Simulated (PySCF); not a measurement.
C2H5Br, SMILES CCBr, PBE0/def2-SVP optimised geometry.

```
8

C      0.92    -0.38     0.00
C     -0.59    -0.38     0.00
Br    -1.32     1.42     0.00
H      1.32     0.12     0.89
H      1.29    -1.42     0.00
H      1.32     0.12    -0.89
H     -1.01    -0.87    -0.89
H     -1.01    -0.87     0.89
```

Density from PySCF 2.14.0 with PBE0/def2-TZVP at that geometry.

Minimum of the electron density along straight lines between bonded atoms, close to the bond critical point (lines longer than 1.1 times the sum of covalent radii, or with two minima, are not listed):

| bond | length / Å | ρ at the minimum / e bohr⁻³ | ∇²ρ there / e bohr⁻⁵ | position (fraction from the first atom) |
|---|---|---|---|---|
| C1–C2 | 1.509 | 0.255 | -0.65 | 0.48 |
| C2–Br3 | 1.950 | 0.149 | -0.15 | 0.44 |
| C1–H4 | 1.100 | 0.274 | -0.93 | 0.64 |
| C1–H5 | 1.103 | 0.270 | -0.90 | 0.64 |
| C1–H6 | 1.100 | 0.274 | -0.93 | 0.64 |
| C2–H7 | 1.098 | 0.280 | -0.97 | 0.65 |
| C2–H8 | 1.098 | 0.280 | -0.97 | 0.65 |
